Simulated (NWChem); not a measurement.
Molecule: Si₂H₅O₂F; SMILES [SiH2](O)O[SiH2]F

```xyz
10

O      1.2094     1.4993     0.3600
Si    -0.3597     1.5283    -0.1653
O     -1.0194    -0.0036    -0.0348
Si    -0.3979    -1.5070     0.1859
F      1.1526    -1.4569    -0.3269
H      1.7808     0.8347    -0.0420
H     -1.0949     2.4562     0.7257
H     -0.4746     1.9261    -1.5961
H     -1.1263    -2.4850    -0.6565
H     -0.3715    -1.8844     1.6203
```
Atoms are numbered in this order, from 1.

Computed with NWChem. Medium grid unless said otherwise, to which SCAN and Minnesota functionals are sensitive. Structure relaxed at the PBE0/def2-SVP level. Total energies of different functionals are on different scales.

```
level                                 energy (Ha)  highest occupied level (eV)  orbital gap (eV)  dipole (D)
------------------------------------  -----------  ---------------------------  ----------------  ----------
PBE/def2-SVP                            -831.5170                        -7.15              6.98        0.93
B3LYP/def2-SVP                          -832.1275                        -8.43              8.99        1.03
LDA (Slater exchange, VWN5)/def2-SVP    -828.0361                        -7.20              6.77        0.97
r2SCAN/def2-SVP                         -831.9178                        -7.58              7.86        1.00
Hartree-Fock/def2-SVP                   -829.7598                       -12.37             16.69        1.30
M06-2X/def2-SVP                         -831.9643                          ___               ___         ___
```

### Question
Complete the blanks.

### Answer

- M06-2X/def2-SVP, highest occupied level (eV): -10.06
- M06-2X/def2-SVP, orbital gap (eV): 11.76
- M06-2X/def2-SVP, dipole (D): 1.11
